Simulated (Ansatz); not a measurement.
`[SiH3]NBS` + PH₃ → `PBS` + `N[SiH3]`  (ligand exchange at a B–N bond)

Calculated with Ansatz (gas phase, PBE0-D4/def2-TZVP geometries, no zero-point term in ΔE). CBS: MP2 limit from def2 TZ/QZ plus the TZ coupled-cluster correction, frozen cores. This one scheme is used for every species. Functionals use def2-TZVPP. One conformer a species, not always the lowest.

| level | ΔE (kJ/mol) |
| --- | --- |
| r2SCAN | 88.0 |
| CCSD/def2-SVP | 111.0 |

Q: What does CCSD(T)/CBS give? (An estimate is asked.)

A: The calculation gave: +92.5 kJ/mol. The listed levels differ from it by -4.5, 18.5 kJ/mol.

Largest T1 diagnostic among the species: 0.016.

In def2-TZVPP, CCSD(T) changes the Hartree–Fock value by −7.8 kJ/mol (the triples alone add −1.7 kJ/mol) and MP2 by −8.4 kJ/mol. From PBE to PBE0 (25 % exact exchange), in def2-TZVPP and without D4, ΔE moves by +3.5 kJ/mol. Leaving LDA and LC-ωPBE aside and taking each functional with its dispersion term where it has one, the values, not all of them listed here, spread over 15.4 kJ/mol, from revPBE-D4 to CAM-B3LYP-D4. LDA lies +6.2 kJ/mol from PBE without D4.
